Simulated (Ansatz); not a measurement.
Gas-phase electronic energies from Ansatz, PBE0-D4/def2-TZVP geometries. CCSD(T)/CBS is the MP2 limit (def2-TZVPP, def2-QZVPP) plus CCSD(T) − MP2 in def2-TZVPP, frozen cores. def2 core potentials past Kr. For In, Zn outer-core shells are correlated without core-valence functions, which leaves a few kJ/mol of doubt a bond. Scalar relativity is left out up to krypton. Each species was taken in one conformer, which may not be the lowest.

Reaction (redistribution): `C[CH2][InH][NH2]` + `Cl[CH2][ZnH]` → `[NH2][InH][Cl]` + `CC[CH2][ZnH]`

`C[CH2][InH][NH2]`:

Z-matrix (Å, degrees):
```
C
C 1 1.523
H 1 1.093 2 111.8
H 1 1.093 2 111.8 3 -119.9
H 1 1.095 2 111.7 3 120.0
In 2 2.157 1 113.4 3 60.0
H 2 1.094 1 111.0 3 -178.7
H 2 1.094 1 111.0 3 -61.3
N 6 2.017 2 112.8 1 -0.6
H 6 1.717 2 133.0 1 179.4
H 9 1.006 6 124.3 2 -0.1
H 9 1.006 6 124.7 2 179.9
```

`Cl[CH2][ZnH]`:

Cartesian coordinates in Å:
```
Cl 1.454 -1.179 -0.598
C 0.333 0.236 -0.560
Zn -0.839 -0.073 0.975
H 0.957 1.125 -0.484
H -0.175 0.256 -1.523
H -1.730 -0.366 2.191
```

`[NH2][InH][Cl]`:

Cartesian coordinates in Å:
```
N -0.255 -0.394 -1.059
In -0.099 0.402 0.763
Cl 1.545 -0.746 1.966
H -0.690 0.107 -1.818
H 0.495 -0.977 -1.395
H -0.996 1.608 1.542
```

`CC[CH2][ZnH]`:

Cartesian coordinates in Å:
```
C -0.146 0.571 1.313
C -0.760 0.501 -0.075
C -0.273 -0.699 -0.886
Zn 1.663 -0.801 -1.153
H 0.943 0.692 1.262
H -0.541 1.409 1.893
H -0.344 -0.346 1.876
H -1.852 0.467 0.026
H -0.542 1.431 -0.611
H -0.586 -1.627 -0.391
H -0.753 -0.712 -1.871
H 3.191 -0.888 -1.383
```

```csv
species,MP2/CBS(def2) energy (Eh)
`C[CH2][InH][NH2]`,-325.36888
`Cl[CH2][ZnH]`,-2277.97512
`[NH2][InH][Cl]`,-706.10512
`CC[CH2][ZnH]`,-1897.30422
```

Task: Work out ΔE.

Result: ΔE = (-706.10512) + (-1897.30422) − (-325.36888) − (-2277.97512) = -0.06534 Eh = -41.0 kcal/mol. CCSD(T)/CBS gives -40.4 kcal/mol.

Largest T1 diagnostic among the species: 0.014.

In def2-TZVPP, CCSD(T) changes the Hartree–Fock value by +5.2 kcal/mol (the triples alone add +0.6 kcal/mol) and MP2 by +4.6 kcal/mol. From PBE to PBE0 (25 % exact exchange), in def2-TZVPP and without D4, ΔE moves by −2.0 kcal/mol.
